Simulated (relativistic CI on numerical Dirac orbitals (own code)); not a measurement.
**Hyperfine structure of Re⁵¹⁺, mass number 185**

Method of calculation: Dirac-Coulomb-Breit CI, KLI orbitals optimised for each configuration, model QED, unscaled Slater integrals (own radial code, finite nucleus).

Configurations in the expansion (outside the closed core [Ne]): 3s2.3p6.3d6, 3s2.3p5.3d7, 3s2.3p4.3d8, 3s.3p6.3d7, 3p6.3d8, 3s.3p5.3d8, 3s2.3p6.3d5.4s, 3s2.3p6.3d5.4p, 3s2.3p4.3d7.4s, 3s2.3p6.3d5.4d, 3s2.3p5.3d6.4s, 3s2.3p6.3d5.4f, 3s2.3p6.3d4.4s2, 3s.3p6.3d6.4s, 3p6.3d7.4s, 3p6.3d7.4p. Levels of other configurations are missing.

Nuclear spin I = 5/2, μ = 3.176 μN, Q = 2.07 b (tables of Stone and Pyykkö). The electronic factors are computed for point nuclear moments, without core polarisation or the Bohr-Weisskopf and QED corrections.

| Level | E (eV) | A (MHz) | B (MHz) |
| --- | --- | --- | --- |
| 3s2.3p6.3d6 5D_3 | 67.477 | 35130 | 7980 |
| 3s2.3p6.3d6 3G_5 | 77.299 | 66510 | 72500 |
| 3s2.3p6.3d6 3H_6 | 77.305 | 73840 | -143000 |
| 3s2.3p6.3d6 3P_1 | 100.825 | 37900 | 112000 |

Levels with J = 0, under 50 % of one LS term, or S terms without an open s electron are left out. Small factors come from cancelling terms and can be off by tens of per cent or more.

At this charge energies of transitions that change n are usually good to better than 1 %, and those within a shell (Δn = 0) to a few per cent.

(1) Give the hyperfine levels of 3s2.3p6.3d6 5D_3 relative to its centre of gravity.

## Answers

(1) With K = F(F + 1) − I(I + 1) − J(J + 1), E = AK/2 + B[¾K(K + 1) − I(I + 1)J(J + 1)]/[2I(2I − 1)J(2J − 1)]: F = 1/2: -346500, F = 3/2: -296000, F = 5/2: -210900, F = 7/2: -90220, F = 9/2: 67870, F = 11/2: 265500 MHz.

LS names give the leading component of a level, which can be under half, so a name can repeat, a term be missing and a line seem to break the LS rules.
